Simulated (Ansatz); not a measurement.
Species: sum formula TaOF, charge 0, multiplicity 3. This is an excited triplet: at this geometry the singlet lies 0.24 eV lower at RI-MP2/CBS(def2-TZVPPD,def2-QZVPPD)+[CCSD(T)-MP2]/def2-TZVPPD. 
Structure (B3LYP-D3(BJ)/def2-TZVP (Ansatz, an electronic-structure program) minimum search):
```xyz
3

Ta     0.0818    -0.1152     0.1096
O      1.0664     0.2131    -1.2605
F     -1.6116     0.7451     0.2312
```
Charge 0, spin multiplicity 3.

### Question
Give the harmonic wavenumbers at B3LYP-D3(BJ)/def2-TZVP (Ansatz, finite differences of forces, unscaled).

### Answer
188, 632, 993 cm⁻¹. Zero-point energy 2.6 kcal/mol.

### Question
From these and the geometry, give the ideal-gas thermochemistry at 298.15 K and 1 atm (rigid rotor, harmonic oscillator).

### Answer
Point group Cs, rotational symmetry number 1. Rotational constants 20.68, 5.845, 4.557 GHz. S(trans) 42.01, S(rot) 23.88, S(vib) 2.74, S(elec, spin only) 2.18, S 70.8 cal/(mol K). H(298) - H(0) 2.85 kcal/mol; G - E(el) -15.7 kcal/mol.
